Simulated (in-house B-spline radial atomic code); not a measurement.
RPA and G0W0 for the lutetium ion Lu²⁺, [Xe] 4f14 6s1, highest spin, as one setting changes: the radius of a hard wall (bohr). Start: PBE. A dash marks a level of low quasi-particle weight. Computed with a B-spline radial code for spherical atoms: all electrons, scalar-relativistic (spin-free one-electron X2C), finite nucleus, each spin shell either full or empty, empty states to l = 9 with an (l + 1/2)⁻⁴ tail; G0W0 by contour deformation at full frequency.

Without the two-electron picture change, the correlation of inner shells comes somewhat too large for so heavy an element.

RPA overbinds a lone outer s electron by self-correlation, and G0W0 tends to as well.

| radius of a hard wall (bohr) | mean-field level (eV) | G0W0 level (eV) | RPA correlation (Eh) |
| --- | --- | --- | --- |
| 5 | -16.305 | 6s up -20.354 | -6.4979 |
| 6 | ? | ? | ? |
| 8 | ? | ? | ? |
| 12 | -17.979 | 6s up -21.599 | -6.4657 |

Task: What belongs in the row for 8?

Result: mean-field level (eV): -17.957; G0W0 level (eV): 6s up -21.605; RPA correlation (Eh): -6.4672.

Task: What belongs in the row for 6?

Result: mean-field level (eV): -17.548; G0W0 level (eV): 6s up -21.392; RPA correlation (Eh): -6.4738.
